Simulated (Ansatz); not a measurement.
A nudged elastic band was laid between two geometries of ClH3Sn + H2 (7 atoms, charge 0, multiplicity 1).

All numbers below come from Ansatz 0.2.0, RKS BLYP-D4/def2-SVP.

* movable images: 7
* climbing image: yes
* spring: 5.0 eV/Å²
* optimiser: quadratic models (default)
* start path: through a guess of the saddle point
* force threshold: 0.05 eV/Å
* iteration limit: 60
* end points: relaxed

Image 0:

```xyz
7
Properties=species:S:1:pos:R:3
Sn 0.485 0.000 -0.209
Cl 0.284 0.000 2.184
H 2.183 0.000 -0.539
H -0.292 1.439 -0.767
H -0.292 -1.439 -0.767
H -3.316 0.000 1.560
H -2.607 0.000 1.855
```

Image 8:

```xyz
7
Properties=species:S:1:pos:R:3
Sn -0.326 0.000 -0.545
Cl -0.579 0.000 3.566
H 1.169 0.000 0.314
H -0.462 1.418 -1.526
H -0.462 -1.418 -1.526
H -1.646 0.000 0.590
H -1.250 0.000 2.445
```

Which bonds break or form, and what moves?

Bonds broken: Sn1–Cl2, H6–H7. Bonds formed: Sn1–H6, Cl2–H7. ClH3Sn + H2 becomes ClH + H4Sn.

What energy profile does the band end with?

It converged. The highest image is number 5 of 0 to 8, 174.4 kJ/mol above the first end and 105.8 kJ/mol above the last; the last end lies 68.6 kJ/mol above the first. A vibrational analysis at the climbing image gives 2 clearly imaginary modes (1043i, 100i cm⁻¹): a point of higher order, so a lower path passes nearby. The orbitals stay closed-shell, which can raise the energy where a bond breaks towards radicals; this wasn't checked here.

```csv
image,path coordinate (Å),energy (kJ/mol),Sn1–Cl2 (Å),H6–H7 (Å),Sn1–H6 (Å)
0,0.00,0.0,2.40,0.77,4.19
1,0.58,0.2,2.40,0.77,3.73
2,1.15,4.3,2.41,0.77,3.18
3,1.72,28.1,2.44,0.77,2.72
4,2.30,96.7,2.59,0.80,2.31
5,2.87,174.4,2.90,0.99,2.01
6,3.42,117.4,3.24,1.36,1.80
7,3.97,77.6,3.67,1.60,1.75
8,4.52,68.6,4.12,1.90,1.74
```

What is the geometry of the highest image?


```xyz
7
Properties=species:S:1:pos:R:3
Sn -0.207 0.000 -0.176
Cl -0.145 0.000 2.723
H 1.504 0.000 0.088
H -0.684 1.470 -0.960
H -0.684 -1.470 -0.960
H -1.919 0.000 0.872
H -1.420 0.000 1.731
```

The run took 30 s on 1 thread of AMD EPYC 9R45 96-Core Processor (Zen 5) (shared host), peak memory 0.14 GiB.
